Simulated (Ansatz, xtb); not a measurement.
**Ranking isomers of C7H6OS**

6 gas-phase structures of C7H6OS, from a drawn sample of its isomers (lower ones may exist). Each was relaxed with GFN2-xTB; where two conformers were screened, the lower at r2SCAN-D4/def2-SVP is listed:

A. `C#Cc1ccsc1OC`, a singlet
B. `C#Cc1csc(OC)c1`, a singlet
C. `C#Cc1cc(OC)cs1`, a singlet
D. `C#Cc1sccc1OC`, a singlet
E. `C#Cc1cscc1OC`, a singlet
F. `C#Cc1ccc(OC)s1`, a singlet

Task: Which do you expect lowest at r2SCAN-D4/def2-SVP, and how would the others follow?

Result: Calculated order at r2SCAN-D4/def2-SVP: C (0.000), D (0.033), E (0.037), F (0.047), A (0.115), B (0.115) eV. Less than 1 kcal/mol parts C and D; D and E; E and F; A and B, so the order within those pairs means little.

Energies above the lowest of each column, in eV; the last columns are at PBE-D3(BJ)/def2-SVP geometries:

| structure | GFN2-xTB | HF/STO-3G | r2SCAN-D4/def2-SVP | PBE-D3(BJ)/def2-SVP | CCSD(T)/def2-SVP + ΔMP2/def2-TZVPP |
| --- | --- | --- | --- | --- | --- |
| C | 0.021 | 0.044 | 0.000 | 0.000 | 0.003 |
| D | 0.096 | 0.082 | 0.033 | 0.033 | 0.060 |
| E | 0.069 | 0.073 | 0.037 | 0.040 | 0.000 |
| F | 0.000 | 0.075 | 0.047 | 0.038 | 0.124 |
| A | 0.054 | 0.100 | 0.115 | 0.110 | 0.126 |
| B | 0.081 | 0.000 | 0.115 | 0.112 | 0.088 |

CCSD(T)/def2-SVP + ΔMP2/def2-TZVPP puts E lowest, with C within 1 kcal/mol; GFN2-xTB picks F, HF/STO-3G picks B. CCSD(T)/def2-SVP + ΔMP2/def2-TZVPP orders those it was run on as E (0.000), C (0.003), D (0.060), B (0.088), F (0.124), A (0.126) eV. Less than 1 kcal/mol parts E and C; D and B; B and F; F and A, so the order within those pairs means little. Flexible structures stand in one conformer each, not always the lowest. ΔMP2 is the change of the MP2 energy from the smaller to the larger basis.

Over these structures GFN2-xTB departs from r2SCAN-D4/def2-SVP by 0.043 eV on average once a common shift is removed. A GFN2-xTB relaxation took about 0.16 s and the r2SCAN-D4/def2-SVP energy about 3.9 s on a shared host (Ansatz 0.2.0, xtb 6.7.1).
